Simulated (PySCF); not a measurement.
**Which element holds F most strongly?**

PBE in PySCF with def2-TZVPP on every atom (core potentials on Ru, Sn), for the lowest determinant that a PBE0 search found; no spin–orbit coupling. D0 is De less the harmonic zero-point energy.

```json
{"M": "Ga", "state (unpaired electrons)": "singlet (closed shell)", "Re (Å)": "1.811", "ωe (cm⁻¹)": "587", "D0(MF) (eV)": "6.25"}
{"M": "Sn", "state (unpaired electrons)": "doublet (π ↑)", "Re (Å)": "1.974", "ωe (cm⁻¹)": "550", "D0(MF) (eV)": "5.23"}
{"M": "As", "state (unpaired electrons)": "triplet (π ↑↑)", "Re (Å)": "1.768", "ωe (cm⁻¹)": "654", "D0(MF) (eV)": "4.58"}
{"M": "Al", "state (unpaired electrons)": "singlet (closed shell)", "Re (Å)": "1.684", "ωe (cm⁻¹)": "747", "D0(MF) (eV)": "7.00"}
{"M": "C", "state (unpaired electrons)": "doublet (π ↑)", "Re (Å)": "1.287", "ωe (cm⁻¹)": "1258", "D0(MF) (eV)": "6.22"}
{"M": "Zn", "state (unpaired electrons)": "doublet (σ ↑)", "Re (Å)": "1.807", "ωe (cm⁻¹)": "564", "D0(MF) (eV)": "3.14"}
{"M": "Ru", "state (unpaired electrons)": "quartet (σ ↑, π ↑, δ ↑)", "Re (Å)": "1.891", "ωe (cm⁻¹)": "578", "D0(MF) (eV)": "4.46"}
```

Order the elements by D0 and give the energy of ZnF + C → CF + Zn.

Al > Ga > C > Sn > As > Ru > Zn; ΔE = 3.14 − 6.22 = -3.08 eV at PBE/def2-TZVPP. Close neighbours can swap at other levels.

The metal atom is held in its measured ground configuration; semilocal functionals can put another filling of s and d lower by some tenths of an eV, and De to that atom would be smaller. Spin–orbit coupling is left out, which matters for elements this heavy, above all for dissociation energies. States were picked by a PBE0 search and need not be the measured ground states.
